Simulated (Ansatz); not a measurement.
Cartesian coordinates in Å:
```
N -1.5200 -0.1778 2.2421
C -1.0111 -0.4469 1.2457
C -0.3504 -0.7379 -0.0045
Si 0.7213 0.7188 -0.5893
H -1.0980 -0.9638 -0.7701
H 0.2803 -1.6237 0.1119
H 1.3534 0.3237 -1.8733
H -0.1385 1.9091 -0.7894
H 1.7629 0.9986 0.4269
```

Charge 0, multiplicity 1.

(1) List the CAM-B3LYP/def2-TZVPP orbital energies in eV (Ansatz 0.2.0). (Best estimate.)

Results:

(1) Ansatz gave: Occupied: -1801.53, -391.49, -280.12, -280.01, -146.12, -101.45, -101.43, -101.43, -27.03, -23.45, -17.37, -16.03, -14.92, -12.85, -11.91, -11.67, -11.65, -10.88, -10.33. Lowest empty: 0.87, 1.60, 1.60, 2.02, 2.37, 2.79, 3.18, 3.43.
